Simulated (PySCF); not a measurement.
1-bromo-1,1-difluoroethane (C2H3BrF2), SMILES CC(F)(F)Br. Heavy atoms are numbered as in [CH3:1][C:2]([F:3])([F:4])[Br:5]. Hydrogens are named by the atom that carries them.

Geometry optimised at PBE0-D3(BJ)/def2-SVP.

These are PySCF with HF/pcSseg-1 values and carry that method's errors.

GIAO shieldings, no solvent; atoms alike by connectivity are averaged. δ = σ(ref) − σ: ¹³C against TMS (σ = 192.6 ppm); ¹⁹F against CFCl3 (σ = 238.5 ppm); ¹H against TMS (σ = 31.99 ppm), references at their B3LYP-D3(BJ)/def2-TZVP geometries, non-relativistic (without spin–orbit terms, shifts of atoms bonded to Cl or Br come out too high).

```tsv
nucleus	atoms	count	δ (ppm)
¹³C	C2	1	123.1
¹³C	C1 (CH3)	1	34.2
¹⁹F	F3	2	-40.3
¹H	H on C1	3	2.42
```
